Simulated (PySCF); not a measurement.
Gas-phase reaction: SiHI3 + 4 H → SiH3I + 2 HI

Energies from PySCF, thermal terms from the rigid-rotor harmonic-oscillator model, ideal gas at 1 bar. Table values come from the NASA 1993 polynomials. † marks an energy on the PBE0/def2-TZVP geometry and frequencies. MP2 and CCSD(T) freeze the core. Open shells (unrestricted): H (multiplicity 2); the rest are closed-shell singlets. I: scalar-relativistic def2 core potential, no spin-orbit coupling. MP2 isn't extrapolated to the basis-set limit. CCSD(T) isn't extrapolated to the basis-set limit. The table's entry may be an old estimate for SiHI3, SiH3I (not checked at source).

| level | ΔH°(298 K), kJ |
|---|---|
| table | -746.9 |
| BLYP/def2-TZVP† | -767.7 |
| CCSD(T)/def2-TZVPP† | ___ |
| HF/def2-TZVP† | ___ |
| M06-2X/def2-TZVP† | -717.0 |
| MP2/def2-SVP† | -669.1 |
| PBE/def2-TZVP† | ___ |
| PBE0/def2-QZVP† | -709.5 |
| LDA/def2-TZVP† | ___ |

Fill in the missing entries.


- CCSD(T)/def2-TZVPP†, ΔH°(298 K), kJ: -748.8
- HF/def2-TZVP†, ΔH°(298 K), kJ: -578.8
- PBE/def2-TZVP†, ΔH°(298 K), kJ: -703.4
- LDA/def2-TZVP†, ΔH°(298 K), kJ: -772.9
